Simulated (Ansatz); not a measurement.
Job for Ansatz (an electronic-structure program): R-CCSD(T)/def2-TZVPPD on HBr (SMILES Br) with ghost functions, monomers drawn apart or pushed together. Files ending in .json are basis or fitting sets from the Basis Set Exchange. The run froze 14 orbitals, filled d shells among them.

Ansatz 0.2 input:
```yaml
crystal:
  periodic: [false, false, false]
  atoms:
    - {symbol: Br, position_ang: [-0.07293025, -0.02322748, 4.49795513]}
    - {symbol: H, position_ang: [-0.73445601, 0.03612538, 3.23456293]}
basis:
  gaussian:
    orbitals: def2-TZVPPD.json
    ghost_atoms:
      - {symbol: Si, position_ang: [0.21561361, -0.23727616, 0.01070586]}
      - {symbol: H, position_ang: [0.80358519, -1.54370942, 0.37642308]}
      - {symbol: H, position_ang: [-0.99321581, -0.00538389, 0.84144561]}
      - {symbol: H, position_ang: [-0.18081622, -0.23855966, -1.41453560]}
      - {symbol: H, position_ang: [1.18768323, 0.84669029, 0.26766979]}
magnetization: {spin_polarized: false}
correlation: {method: ccsd_t, electrons: outside_noble_gas}
scf: {lower_state_search: off}
```

Q: Give the final energy of this run.

A: -2573.2032 hartree (reference determinant -2573.0022, T1 diagnostic 0.007).

Q: How many basis functions does it have, and what does it roughly cost on one machine?

A: 190 functions; very roughly 16 core-seconds.
